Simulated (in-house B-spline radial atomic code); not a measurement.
Ce3+ is squeezed into an impenetrable sphere of radius R (the orbitals vanish at R). Method: scalar-relativistic (X2C) Hartree-Fock, spin-polarised, averaged over the determinants with the given up and down occupations, Fermi nucleus of rms radius 4.8771 fm. Calculated with a radial B-spline atomic code at the basis-set limit.

Energies in eV above the free ion in [Xe] 4f1:

| R (bohr) | highest level (eV) | [Xe] 4f1 | [Kr] 4d9 4f2 5s2 5p6 | [Kr] 4d10 4f1 5s2 5p5 5d1 |
| --- | --- | --- | --- | --- |
| 7.57 | -37.7 | 1.575e-05 | 106.7 | 21.63 |
| 6.69 | -37.7 | 0.0003689 | 106.7 | 21.64 |
| 4.62 | -37.5 | 0.2233 | 106.9 | 22.33 |
| 4.05 | -37 | 1.151 | 107.8 | 23.99 |
| 3.6 | -35.8 | 4.013 | 110.6 | 28.03 |
| 2.87 | -29.6 | 28.22 | 134.6 | 56.73 |
| 2.66 | -25.8 | 48.91 | 155.2 | 79.84 |
| 2.4 | -19 | 96.65 | 203 | 131.8 |
| 1.67 | 67.3 | 724 | 835.5 | 782.4 |
| 1.27 | 303 | 2621 | 2743 | 2695 |

Does [Kr] 4d9 4f2 5s2 5p6 fall below [Xe] 4f1 under compression?

No, it stays above over the whole range.

Does [Kr] 4d10 4f1 5s2 5p5 5d1 fall below [Xe] 4f1 under compression?

No, it stays above over the whole range.

The highest level is first positive in the row R = 1.67 bohr, pushed up by confinement above the zero of the free ion's potential. Each configuration is held fixed and needn't be the lowest in the sphere.
